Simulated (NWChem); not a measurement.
System: Si2H4, singlet; SMILES [SiH3][SiH]

Results from NWChem. Low-valent species are run as closed-shell singlets; no triplet was tried in these runs. The geometry was optimised at PBE0/def2-SVP. Level: PBE0/aug-cc-pVDZ; the question gives the wavelength of the field.

**Question.** Estimate the computed values for field static. Quantities: isotropic polarisability (bohr³); anisotropy (bohr³).

**Answer.** 
```yaml
isotropic polarisability (bohr³): 69.2
anisotropy (bohr³): 31.8
```
